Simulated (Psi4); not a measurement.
C2H8FNSn (SMILES C[N](C)[SnH2][F]), singlet, geometry from GFN2-xTB (such geometries of metal compounds can be far from the true shape) (core potentials on Sn); PBE/def2-TZVPPD (Psi4).

The Psi4 input:
```
memory 2 GB

molecule {
0 1
  Sn    0.62979617    0.22940865   -0.24984796
  F     1.50604167   -0.73925339    1.18759101
  N    -1.32897751   -0.02084745    0.30925805
  C    -2.32760302    0.73859889   -0.41008123
  C    -1.78524933   -1.36778758    0.57158717
  H     1.46726742   -0.43862715   -1.60752643
  H     1.00303061    1.85179426    0.04902015
  H    -1.95597936    1.74053323   -0.61933897
  H    -3.21103227    0.82737644    0.22477034
  H    -2.63018006    0.26580427   -1.35134857
  H    -2.66515704   -1.31225945    1.21534195
  H    -1.00924430   -1.91950675    1.09866068
  H    -2.06293194   -1.91120250   -0.33934189
}

set basis def2-tzvppd

energy('pbe')
print_variables()
```

What does Psi4 print? Leave out banner, timings and long lists.


```
   => Loading Basis Set <=

    Name: DEF2-TZVPPD
    Role: ORBITAL
    Keyword: BASIS

    !!!  WARNING: ECP capability is in beta. Please check occupations closely.  !!!

         ---------------------------------------------------------
                                   SCF
               by Justin Turney, Rob Parrish, Andy Simmonett
                          and Daniel G. A. Smith
                              RKS Reference
         ---------------------------------------------------------

  ==> Geometry <==

    Molecular point group: c1
    Full point group: C1

    Geometry (in Angstrom), charge = 0, multiplicity = 1:

       Center              X                  Y                   Z               Mass
    ------------   -----------------  -----------------  -----------------  -----------------
         SN           0.494574059136     0.203908455805    -0.236512982270   119.902201630000
         F            1.370819559136    -0.764753584195     1.200925987730    18.998403162730
         N           -1.464199620864    -0.046347644195     0.322593027730    14.003074004430
         C           -2.462825130864     0.713098695805    -0.396746252270    12.000000000000
         C           -1.920471440864    -1.393287774195     0.584922147730    12.000000000000
         H            1.332045309136    -0.464127344195    -1.594191452270     1.007825032230
         H            0.867808499136     1.826294065805     0.062355127730     1.007825032230
         H           -2.091201470864     1.715033035805    -0.606003992270     1.007825032230
         H           -3.346254380864     0.801876245805     0.238105317730     1.007825032230
         H           -2.765402170864     0.240304075805    -1.338013592270     1.007825032230
         H           -2.800379150864    -1.337759644195     1.228676927730     1.007825032230
         H           -1.144466410864    -1.945006944195     1.111995657730     1.007825032230
         H           -2.198154050864    -1.936702694195    -0.326006912270     1.007825032230

  Running in c1 symmetry.

  Rotational constants: A =      0.15203  B =      0.06309  C =      0.04831 [cm^-1]
  Rotational constants: A =   4557.63439  B =   1891.34180  C =   1448.17512 [MHz]
  Nuclear repulsion =  294.167874608257989

  Charge       = 0
  Multiplicity = 1
  Electrons    = 58
  Nalpha       = 29
  Nbeta        = 29

  ==> Algorithm <==

  SCF Algorithm Type is DF.
  DIIS enabled.
  MOM disabled.
  Fractional occupation disabled.
[...]
   @DF-RKS iter   5:  -449.72941505489848   -5.75191e-02   4.84977e-04 DIIS/ADIIS
   @DF-RKS iter   6:  -449.73803142089224   -8.61637e-03   1.80203e-04 DIIS/ADIIS
   @DF-RKS iter   7:  -449.73930893304896   -1.27751e-03   4.60346e-05 DIIS
   @DF-RKS iter   8:  -449.73939347039266   -8.45373e-05   8.77842e-06 DIIS
   @DF-RKS iter   9:  -449.73939708635237   -3.61596e-06   3.32154e-06 DIIS
   @DF-RKS iter  10:  -449.73939765250776   -5.66155e-07   5.54245e-07 DIIS
  Energy and wave function converged.

  ==> Post-Iterations <==

   Electrons on quadrature grid:
      Ntotal   =   57.9999889893 ; deviation = -1.101e-05

    Orbital Energies [Eh]
    ---------------------

    Doubly Occupied:

[...]
    Virtual:

[...]
    Final Occupation by Irrep:
              A
    DOCC [    29 ]
    NA   [    29 ]
    NB   [    29 ]

  @DF-RKS Final Energy:  -449.73939765250776

   => Energetics <=

    Nuclear Repulsion Energy =            294.1678746082579892
    One-Electron Energy =               -1283.6056851369530705
    Two-Electron Energy =                 588.7247758868702476
    DFT Exchange-Correlation Energy =     -49.0263630106829424
    Empirical Dispersion Energy =           0.0000000000000000
    VV10 Nonlocal Energy =                  0.0000000000000000
    Total Energy =                       -449.7393976525077619

Computation Completed

Properties will be evaluated at   0.000000,   0.000000,   0.000000 [a0]

Properties computed using the SCF density matrix

 Multipole Moments:

 ------------------------------------------------------------------------------------
     Multipole            Electronic (a.u.)      Nuclear  (a.u.)        Total (a.u.)
 ------------------------------------------------------------------------------------

 L = 1.  Multiply by 2.5417464519 to convert [e a0] to [Debye]
 Dipole X            :         47.3853536          -48.1448837           -0.7595301
 Dipole Y            :         15.2881214          -14.9334727            0.3546488
 Dipole Z            :        -15.6342092           14.6816072           -0.9526021
 Magnitude           :                                                    1.2689020

 ------------------------------------------------------------------------------------

  Variable Map:
  ----------------------------------------------------------------------------
[...]
  Array Variable Map:
  ----------------------------------------------------------------------------
[...]
[...]
```
